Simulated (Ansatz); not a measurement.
Mulliken charges of ClFH2HfOSe (`[OH][Hf]([F])([Cl])[SeH]`) from PBE/def2-TZVPP in Ansatz (PBE0-D4/def2-TZVP geometry).

```json
{"atom": "O1", "x (Å)": "-0.891", "y (Å)": "0.374", "z (Å)": "1.191", "charge (e)": "-0.360"}
{"atom": "Hf2", "x (Å)": "0.213", "y (Å)": "-0.601", "z (Å)": "0.006", "charge (e)": "0.857"}
{"atom": "F3", "x (Å)": "1.556", "y (Å)": "-1.575", "z (Å)": "0.920", "charge (e)": "-0.279"}
{"atom": "Cl4", "x (Å)": "-1.084", "y (Å)": "-2.114", "z (Å)": "-1.237", "charge (e)": "-0.250"}
{"atom": "Se5", "x (Å)": "1.402", "y (Å)": "1.094", "z (Å)": "-1.538", "charge (e)": "-0.232"}
{"atom": "H6", "x (Å)": "-1.436", "y (Å)": "0.719", "z (Å)": "1.892", "charge (e)": "0.195"}
{"atom": "H7", "x (Å)": "0.300", "y (Å)": "2.035", "z (Å)": "-1.280", "charge (e)": "0.070"}
```

Q: By hand: the dipole of these point charges (1 e Å = 4.8032 D).

A: Σ q r = (-0.244, 0.347, 0.265) e Å, of length 0.500 e Å = 2.40 D.

Q: How does the dipole of the full density compare? (An estimate is asked.)

A: The calculation gave: (-0.341, 0.338, 0.425) e Å, 3.08 D; the point charges give 0.78 times that, at 12° from its direction.

Point charges leave out the atoms' own dipoles, such as those of lone pairs, and Mulliken's split depends on the basis, so the two needn't agree.
